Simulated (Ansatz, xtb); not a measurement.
Breaking the Se1–H2 bond in SeH (multiplicity 2 held). Energies count from the point at 1.475 Å.


Restricted levels (R-, RO-) in cc, def2 and unpolarised 6-31G sets keep to the state of the molecule at rest. Active spaces are followed from rest. Curves can end on different states.

Frozen-core correlation. Filled d and f shells under p-block atoms count as core.

Programs: Ansatz (Gaussian orbitals); xtb for the GFN methods. Each number belongs to the level named beside it. The GFN methods have no spin term and hold the electronic entropy of 300 K.

### Question
One of these levels gives 3.643 eV for the energy at R = 5.900 Å. Name it.
(A) CASSCF(7,5)/cc-pVTZ
(B) GFN2-xTB
(C) RO-wB97X-V/cc-pVTZ

### Answer
B, GFN2-xTB. The others give 7.415 (RO-wB97X-V/cc-pVTZ), 2.784 (CASSCF(7,5)/cc-pVTZ)

Doubts at one or more of the structures used: a restricted determinant that unrestricted orbitals would lower (RO-wB97X-V/cc-pVTZ).

Ansatz is a first-principles code.
